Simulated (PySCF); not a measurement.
**Dipole moment and polarisability of `C=Cc1nccn1[SiH2]Cl`**

C₅H₇ClN₂Si.
Geometry (GFN2-xTB, Å), atoms numbered from 1 in this order:
```
atom  x, y, z in Å
C1     2.6210   -0.9287   -0.6350
C2     1.3211   -0.9480   -0.3582
C3     0.5746    0.2413   -0.0410
N4     1.0801    1.4427    0.0645
C5     0.0472    2.2658    0.3745
C6    -1.1067    1.5498    0.4565
N7    -0.7890    0.2368    0.1916
Si8   -1.8831   -1.1275    0.1328
Cl9   -3.7279   -0.4413    0.4960
H10    3.1666   -1.8264   -0.8680
H11    3.1615    0.0015   -0.6309
H12    0.7590   -1.8726   -0.3576
H13    0.2030    3.3166    0.5177
H14   -2.1103    1.8499    0.6752
H15   -1.4973   -2.0631    1.1840
H16   -1.8276   -1.6878   -1.2134
```

Level: CAM-B3LYP/def2-SVPD (PySCF), static field, nuclei fixed, core orbitals frozen in the response. The polarisability tensor in these axes (au):

```
x   143.41  -8.87 -14.12
y    -8.87 113.45   8.50
z   -14.12   8.50  75.18
```

Task: Diagonalise the tensor; give its mean and Δα, where Δα² is half the sum of the squared differences of the eigenvalues.

Result: Principal values 71.30, 111.48 and 149.26 au; mean 110.68 au = 16.40 Å³ = 18.25 × 10⁻⁴⁰ C²·m²/J; Δα = 67.52 au (61 % of the mean).

Task: What is the dipole moment, and where does it point?

Result: (-1.56, -1.99, -0.05) D, 2.53 D in size, pointing from the negative to the positive side. Measured along this direction, the outermost atoms are H13 at the negative end and Cl9 and H15 at the positive end.

Task: Molar refractivity from α?

Result: Lorentz–Lorenz: R = (4π/3)N_A α = 2.5225 cm³/(mol·Å³) × 16.40 Å³ = 41.4 cm³/mol, in the limit of long wavelengths.

Task: How large is μ²/3kT at 500 K beside α?

Result: In Gaussian units μ²/3kT = 30.92 Å³ against 16.40 Å³, a ratio of 1.88; the Debye molar polarisation (4π/3)N_A(α + μ²/3kT) is 119.4 cm³/mol, leaving out the vibrational part.

Task: Sum over states: ᾱ = Σ f/ω², ω in Eh. What share falls to these 8 lowest TDDFT singlets (eV, f)? 4.92, 0.3960; 5.61, 0.0024; 5.68, 0.0021; 6.00, 0.0124; 6.44, 0.0153; 6.52, 0.0057; 6.86, 0.0124; 6.95, 0.0891.

Result: They add up to 14.41 au, 13.0 % of the 110.68 au; the largest single term is 12.11 au, from the state at 4.92 eV. Terms in order: 12.11, 0.06, 0.05, 0.25, 0.27, 0.10, 0.19, 1.37 au. Higher excitations give the rest. The strengths listed sum to 0.535.

Task: Give the eigenvalues of the traceless quadrupole moment Θ = ½Σq(3rr − r²1), origin at the centre of nuclear charge.

Result: -7.88, -2.87, 10.75 D·Å. The values depend on the origin, since the dipole doesn't vanish. The electronic extent ⟨r²⟩ about the same centre is 1841 bohr², a root-mean-square distance of 2.51 Å for the 82 electrons.

Task: Refractivity n − 1 of an ideal gas of it at 400 K and 1 atm, from the electronic α?

Result: N = p/kT = 1.8347 × 10¹⁹ cm⁻³, so n − 1 = 2π × N × 16.40 × 10⁻²⁴ cm³ = 1891 × 10⁻⁶ at long wavelengths, for an ideal gas.

Isolated species at its GFN2-xTB geometry (one conformer only).

The run behind these numbers computed excited states as well. On Arm Neoverse V2, one thread, shared host with 192 logical CPUs at a one-minute load of 83, this took 80 s of wall time (grids of density and orbitals included) and 1.2 GiB of memory at its peak.
